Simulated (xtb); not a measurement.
CH3ClGa (SMILES [CH3][Ga][Cl]), doublet, geometry from GFN2-xTB (such geometries of metal compounds can be far from the true shape) (the spin is typed, not shown lowest), atoms displaced at random by about 0.02 Å a coordinate. Base run: GFN2-xTB run with xtb 6.7.1.

xtb was given this input:
```
$ xtb mol.xyz --gfn 2 --uhf 1 --opt --json

# file mol.xyz
6

Ga     0.46670927     0.32729874     0.11536859
C     -0.42924768     1.54443508    -1.41540568
H     -1.30328273     1.96779455    -0.98397149
H     -0.61491178     0.91539614    -2.26494512
H      0.25307945     2.38277616    -1.69058625
Cl    -0.66307478    -1.46443593     0.60599048
```

The base run was repeated with changes; each row names its change, and settings that it needs were set with it.

```
change               ΔE vs base (kJ/mol)  optimiser steps
-------------------  -------------------  ---------------
base                                0.00                5
opt level = crude                   0.02                3
engine = lbfgs                      0.00                -
alpb = chcl3                       -26.6                5
opt level = sloppy                  0.00                4
opt level = vtight                 -0.01               22
opt level = tight                   0.00                6
opt level = lax                     0.00                4
opt level = loose                   0.00                4
opt level = extreme                -0.01               41
```
